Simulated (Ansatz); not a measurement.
[Ga(CN)H3]- (CH₃GaN⁻): single points at one geometry.

```yaml
crystal:
  periodic: [false, false, false]
  atoms:
    - {symbol: Ga, position_ang: [-0.012354, -0.009875, -0.652085]}
    - {symbol: C, position_ang: [0.024322, 0.021097, 1.389446]}
    - {symbol: N, position_ang: [0.048523, 0.038837, 2.559961]}
    - {symbol: H, position_ang: [1.526530, -0.009900, -1.126077]}
    - {symbol: H, position_ang: [-0.799794, 1.319389, -1.105846]}
    - {symbol: H, position_ang: [-0.787228, -1.359538, -1.065400]}
basis:
  gaussian: {orbitals: def2-TZVPD, initial_orbitals: start.molden}
total_charge: -1
hamiltonian: {xc: r2scan, dispersion: d4}
scf: {omitted_lower_state_checks: [starts]}
output: {orbitals: {seedname: orbitals}}
```

The file start.molden holds the orbitals of an earlier run on this structure, at another level or in another basis.

```sh
$ ansatz run in.yaml --threads 4 --pin off --events-out ev --progress --plain --max-ram 3916MiB
```

It prints (some lines left out):

```
Functional definition: r2SCAN
  name "r2SCAN"
  cite "Furness, Kaplan, Ning, Perdew & Sun, J. Phys. Chem. Lett. 11, 8208 (2020) doi:10.1021/acs.jpclett.0c02405"
  cite "Furness, Kaplan, Ning, Perdew & Sun, J. Phys. Chem. Lett. 11, 9248 (2020) doi:10.1021/acs.jpclett.0c03077"
  parent r2scan
  parameter k0 = 0.174
  parameter k1 = 0.065
  parameter a1 = 4.9479
  exchange = r2scan_x(k0 = k0, k1 = k1, a1 = a1)
  correlation = r2scan_c
these checks for a lower state are left out or cut short: starts
882 factors; their error is unknown
mean field evaluation 1: about -54954.1939 eV, gradient 6.0e0 eV
mean field evaluation 2: about -54954.2269 eV, gradient 5.1e-2 eV
mean field evaluation 4: about -54954.2063 eV, gradient 5.7e-5 eV
mean field -54954.20625031 eV, -2019.5298304001 hartree, gradient 1.9e-5 eV, S^2 0.000000; 0 other end points of the search recorded, 0 dependent functions left out
reference -54954.20626596 eV, -2019.5298309752 hartree; 24, 24 occupied and 131, 131 virtual orbitals, 882 factors
Total energy: -54954.23544554 eV, -2019.5309033049 hartree
Checks for a lower state left out: starts
```

It took 1.8 s on 4 threads of Arm Neoverse V1 on a shared host.

The first input with `gaussian: {orbitals: def2-SVPD, initial_orbitals: start.molden}`, `hamiltonian: {xc: pbe, dispersion: d4}` (abridged; 0.65 s):

```
Functional definition: PBE
mean field -54935.19376189 eV, -2018.8311343378 hartree, gradient 2.4e-5 eV, S^2 0.000000
Total energy: -54935.31709910 eV, -2018.8356668967 hartree
Checks for a lower state left out: starts
```

As the first input, with `hamiltonian: {xc: hf}` (abridged; 0.65 s):

```
Functional definition: HF
mean field -54895.77771279 eV, -2017.3826212504 hartree, gradient 1.0e-5 eV, S^2 0.000000
Total energy: -54895.77771279 eV, -2017.3826212504 hartree
Checks for a lower state left out: starts
```

Geometry: PBE-D4/def2-TZVPD.
